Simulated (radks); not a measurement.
Results of a calculation; reference values are marked as such.
Excited configurations of the argon ion Ar15+: one electron is placed in a higher orbital outside [He]. The ground configuration is [He] 2s1. Level of theory: scalar-relativistic Kohn-Sham, BLYP, spin-polarised, spherical densities, finite nucleus; open shells are filled with parallel spins first; Fermi nuclear charge, rms radius 3.4274 fm (a radial shooting solver on a logarithmic mesh with Libxc functionals). Excitation = E - E(ground); binding = E(ion) - E, where the ion is the core of charge +16; n* = 16/sqrt(2 binding) in atomic units. These energies are relativistic, and a one-electron ion of charge +16 with no core already has n* below n in this formula (scalar-relativistic equation, point nucleus: 2p 1.998, 3p 2.997, 3d 2.999, 4s 3.994, 4d 3.999, 4f 3.999, 5d 4.998, 6p 5.996, 6d 5.998, 6f 5.999, 7d 6.998, 7f 6.999). The quantum defect is therefore taken as that value minus n*, so that it holds no relativistic shift of the bare ion.

| outer orbital | excitation (eV) | binding (eV) | n* | quantum defect | eigenvalue (eV) | <r> (bohr) |
|---|---|---|---|---|---|---|
| 2p | 34.728 | 885.88 | 1.983 | 0.015 | -853.35 | 0.3065 |
| 3p | 525.15 | 395.46 | 2.968 | 0.029 | -383.38 | 0.7654 |
| 3d | 532.55 | 388.06 | 2.996 | 0.003 | -373.91 | 0.6539 |
| 4s | 694.07 | 226.55 | 3.921 | 0.073 | -220.42 | 1.447 |
| 4d | 700.44 | 220.17 | 3.977 | 0.021 | -213.12 | 1.301 |
| 4f | 702.30 | 218.31 | 3.994 | 0.005 | -210.26 | 1.121 |
| 5d | 778.90 | 141.71 | 4.958 | 0.041 | -137.43 | 2.130 |
| 6p | 821.09 | 99.522 | 5.916 | 0.080 | -96.828 | 3.240 |
| 6d | 821.75 | 98.861 | 5.936 | 0.062 | -95.980 | 3.139 |
| 6f | 822.26 | 98.357 | 5.951 | 0.048 | -95.401 | 2.964 |
| 7d | 847.69 | 72.924 | 6.911 | 0.087 | -70.856 | 4.330 |
| 7f | 848.01 | 72.599 | 6.927 | 0.072 | -70.505 | 4.156 |

The Delta-SCF ionisation energy is 920.61 eV (NIST Atomic Spectra Database: 918.38 eV, theoretical). Self-interaction in the functional shifts the binding energies and quantum defects, so they are the method's values and not measured ones.
